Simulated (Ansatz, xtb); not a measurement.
Two isomers of C4H4ClNO

Structure X is `Cc1coc(Cl)n1`, a singlet and structure Y is `Cc1cnc(Cl)o1`, a singlet. Both are isolated molecules in the gas phase, relaxed with B3LYP/def2-SVP.

**Question.** Estimate E(Y) − E(X) at the level CCSD(T)/def2-SVP + ΔMP2/def2-TZVPP.

**Answer.** Too close to call at this level: CCSD(T)/def2-SVP + ΔMP2/def2-TZVPP gives E(Y) − E(X) = −0.77 kcal/mol.

The same difference at several levels:

| level | geometry | E(Y) − E(X) (kcal/mol) | departure from the last row (kcal/mol) | job, with rough time for the two |
| --- | --- | --- | --- | --- |
| GFN2-xTB | GFN2-xTB | −0.26 | +0.50 | optimisation, 0.16 s |
| HF/STO-3G | GFN2-xTB | −1.66 | −0.89 | single point, 0.62 s |
| r2SCAN-D4/def2-SVP | GFN2-xTB | −0.80 | −0.03 | single point, 3.9 s |
| B3LYP/def2-SVP | B3LYP/def2-SVP | −0.95 | −0.18 | optimisation, 39 s |
| HF/def2-SVP | B3LYP/def2-SVP | −0.83 | −0.06 | part of the CCSD(T) run |
| MP2/def2-SVP | B3LYP/def2-SVP | −0.86 | −0.09 | part of the CCSD(T) run |
| CCSD(T)/def2-SVP | B3LYP/def2-SVP | −0.74 | +0.02 | single point |
| CCSD(T)/def2-SVP + ΔMP2/def2-TZVPP | B3LYP/def2-SVP | −0.77 |  | single point, 67 s |

As drawn, both hold the same kinds of bond in the same numbers.

The largest departure from CCSD(T)/def2-SVP + ΔMP2/def2-TZVPP is that of HF/STO-3G, 0.89 kcal/mol. The last row adds to CCSD(T) the change of the MP2 difference between the two basis sets, here −0.02 kcal/mol.

With thermal terms from frequencies at re-optimised GFN2-xTB minima (ideal gas, soft modes damped towards free rotors, one conformer each, 298.15 K, 1 atm): on the last row, ΔE + ΔZPE = −0.70, ΔH = −0.71, ΔG = −0.70 kcal/mol.

The correlated steps freeze 11 core orbitals. Programs: Ansatz 0.2.0, xtb 6.7.1; the last row on 2 threads of Intel(R) Xeon(R) Processor @ 2.70GHz on a shared host.
